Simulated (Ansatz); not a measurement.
Computed with frozen-core CCSD(T)/cc-pVTZ // B3LYP-D3(BJ)/def2-TZVP run with Ansatz (a first-principles code).

Ansatz 0.2 input:
```yaml
crystal:
  periodic: [false, false, false]
  atoms:
    - { symbol: S, position_ang: [-0.390114, 2.216088, 0.064839] }
    - { symbol: Ga, position_ang: [0.323223, 0.124331, -0.016177] }
    - { symbol: S, position_ang: [-1.013821, -1.634911, 0.131345] }
    - { symbol: S, position_ang: [2.496259, -0.191794, -0.258771] }
    - { symbol: H, position_ang: [-1.68145, 1.875752, 0.21378] }
    - { symbol: H, position_ang: [-2.138492, -0.908788, 0.2476] }
    - { symbol: H, position_ang: [2.39072, -1.532012, -0.252578] }
basis:
  gaussian: { orbitals: cc-pVTZ }
correlation:
  method: ccsd_t
```

Output:

```
Functional definition: HF
1103 factors; integrals over basis functions are off by at most 1.2e-3 eV
mean field evaluation 1: about -84837.9551 eV, gradient 2.1e1 eV
mean field evaluation 2: about -84838.0902 eV, gradient 2.1e1 eV
mean field evaluation 4: about -84839.8700 eV, gradient 3.0e0 eV
mean field evaluation 8: about -84839.9193 eV, gradient 2.4e-1 eV
mean field evaluation 16: about -84839.4216 eV, gradient 1.0e1 eV
mean field -84839.91961650 eV, -3117.8095393433 hartree, gradient 8.3e-6 eV, S^2 0.000000; 0 other end points of the search recorded, 0 dependent functions left out
24 core orbitals not correlated
reference -84839.91961650 eV, -3117.8095393433 hartree; 17, 17 occupied and 146, 146 virtual orbitals, 1103 factors
second order -18.58235593 eV of doubles, -0.00000000 eV of singles
cycle   1  -19.36155751 eV  change   -7.8e-1 eV  update   1.1e-1
cycle   2  -19.91130430 eV  change   -5.5e-1 eV  update   3.0e-2
cycle   3  -19.99750212 eV  change   -8.6e-2 eV  update   1.5e-2
cycle   4  -19.99111733 eV  change    6.4e-3 eV  update   3.4e-3
cycle   5  -19.98974423 eV  change    1.4e-3 eV  update   1.2e-3
cycle   6  -19.98915962 eV  change    5.8e-4 eV  update   3.7e-4
cycle   7  -19.98911081 eV  change    4.9e-5 eV  update   1.2e-4
cycle   8  -19.98915658 eV  change   -4.6e-5 eV  update   3.7e-5
cycle   9  -19.98915879 eV  change   -2.2e-6 eV  update   1.3e-5
perturbative correction -1.00382890 eV, -0.0368900317 hartree
Total energy: -84860.91260418 eV, -3118.5810174113 hartree
```

Cost: about 90 core-seconds (a rough figure).
